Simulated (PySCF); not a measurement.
Computed properties of H₂Sb, SMILES [SbH2+]

H₂Sb, SMILES [SbH2+] (connectivity only; charge and spin as stated), charge +1, multiplicity 1. Coordinates come from a B3LYP-D3(BJ)/def2-TZVPD optimisation. The def2 effective core potentials stand for the cores of Sb; spin–orbit coupling is left out. One conformer was computed; it need not be the lowest. All values are computed for the isolated molecule unless a solvent is named; none is compared with measurement here.

**Structure.** The optimised structure has C2v symmetry. All 3 harmonic modes at B3LYP-D3(BJ)/def2-TZVPD (PySCF) are real, so it is a minimum.

**Vibrations.** The strongest infrared lines (harmonic, unscaled, degenerate partners summed) lie at 1975 cm⁻¹ (25 km/mol, H 99 %), 1982 cm⁻¹ (25 km/mol, H 99 %), 855 cm⁻¹ (14 km/mol, H 99 %). The softest mode is at 855 cm⁻¹ and the zero-point energy is 6.9 kcal/mol.

**Electronic structure.** ωB97X/def2-TZVPD (PySCF) places the frontier levels at -17.28 and -8.91 eV, a gap of 8.37 eV and a mean polarisability of 30.5 bohr³. PBE/def2-TZVPD (PySCF) at the same geometry gives -13.98 and -12.01 eV, so its gap is 6.40 eV narrower. An orbital gap is neither the optical nor the fundamental gap.

**Excitations.** TDA-CAM-B3LYP/def2-TZVPD (PySCF) has S1 at 2.48 eV (499 nm, f = 0.010, weak); the most intense of the 10 singlets computed lies at 11.45 eV (f = 1.13). T1 (TDA) is at 1.39 eV, 1.09 eV under S1. TDA-PBE/def2-TZVPD (PySCF) puts S1 at 2.50 eV.
